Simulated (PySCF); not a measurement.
Two-photon absorption: SMILES N#C[SiH2][SiH3], CH$_{5}$NSi$_{2}$

Cartesian coordinates in Å; atom numbers follow the order of the lines, from 1:
```xyz
9

N     2.813   -1.156   -0.402
C     1.977   -0.391   -0.233
Si    0.563    0.798    0.040
Si   -1.404   -0.420    0.078
H     0.930    1.481    1.287
H     0.713    1.760   -1.059
H    -1.624   -1.126   -1.186
H    -2.550    0.468    0.291
H    -1.405   -1.408    1.158
```

Method used: TDDFT CAM-B3LYP/aug-cc-pVDZ excited states, vertical, gas phase in PySCF. Geometry: GFN2-xTB.

(1) Give the one- and two-photon strengths of the lowest singlets.

Answers

(1) δ for parallel linear polarisation; σ at the peak of a Lorentzian of half width 0.1 eV, single beam; Ω is circular over linear.
```
state  E (eV)      f  photon λ (nm)  δ (au)  σ (GM)     Ω                                  main
   S1    7.05  0.003            352     0.3    0.01  1.50  HOMO→LUMO+3 0.41, HOMO−1→LUMO+2 0.10
   S2    7.26  0.032            341    1.29    0.03  1.24  HOMO→LUMO+2 0.53, HOMO−1→LUMO+3 0.16
   S3    7.37  0.008            336     0.6    0.01  1.50  HOMO−1→LUMO+2 0.24, HOMO→LUMO+3 0.18
   S4    7.63  0.079            325    4.88    0.10  0.29      HOMO→LUMO 0.24, HOMO→LUMO+2 0.22
   S5    7.87  0.020            315    <0.1    0.00     –    HOMO→LUMO+3 0.28, HOMO→LUMO+4 0.19
```

Among these, the strongest one-photon state is S4, the strongest two-photon state S4, with a dipole change of 2.5 D (relaxed, norm of the difference vector).
